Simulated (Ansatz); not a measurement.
Born–Oppenheimer molecular dynamics of CH$_{8}$B$_{2}$Si (12 atoms, charge 0, multiplicity 1). It starts from a relaxed structure.

Computed with Ansatz 0.2.0, RKS B3LYP/6-31G*.

| Property | Result |
| --- | --- |
| ensemble | NVT, Langevin thermostat |
| time step | 0.5 fs |
| steps asked | 300 |
| set temperature | 700 K |
| friction | 0.005 /fs |
| seed | 34496 |

First frame:

```xyz
12
Properties=species:S:1:pos:R:3
B -1.276 1.446 -0.012
Si 0.378 0.297 0.171
B -0.121 -0.929 1.700
C 0.870 -0.614 -1.426
H -2.101 1.240 -0.855
H -1.493 2.333 0.760
H 1.509 1.171 0.620
H -0.500 -2.050 1.517
H -0.097 -0.537 2.830
H 0.051 -1.254 -1.772
H 1.108 0.090 -2.230
H 1.749 -1.249 -1.269
```

Task: What does the run give?

Result: The run went to its last step.

* steps done: 300
* time covered: 150 fs
* mean temperature over the second half: 400 K
* spread of the potential energy over the second half: 9.4 meV per atom
* mean potential energy of the second half above the start: 42.5 meV per atom

The mean temperature of the second half is 43 % below the set value. A run of 0.15 ps of so small a system gives no equilibrium averages.

Task: What happens to the structure?

Result: The same pairs are bonded in the first frame and the last. Pairs count as bonded within 1.25 times the sum of covalent radii (0.12 Å more for H–H). This is one draw of velocities; another would differ in detail.

Task: How do temperature and energy run in time?

Result: 
| time (fs) | T (K) | potential energy less start (eV) |
| --- | --- | --- |
| 0.0 | 642 | 0.000 |
| 12.5 | 405 | 0.373 |
| 25.0 | 340 | 0.391 |
| 37.5 | 287 | 0.396 |
| 50.0 | 251 | 0.484 |
| 62.5 | 272 | 0.445 |
| 75.0 | 343 | 0.462 |
| 87.5 | 388 | 0.507 |
| 100.0 | 396 | 0.525 |
| 112.5 | 315 | 0.535 |
| 125.0 | 329 | 0.613 |
| 137.5 | 581 | 0.397 |
| 150.0 | 481 | 0.574 |

Time of the run: 8.6 min on 1 thread of Intel(R) Xeon(R) 6975P-C (Granite Rapids), on a shared host, peak memory 0.25 GiB.
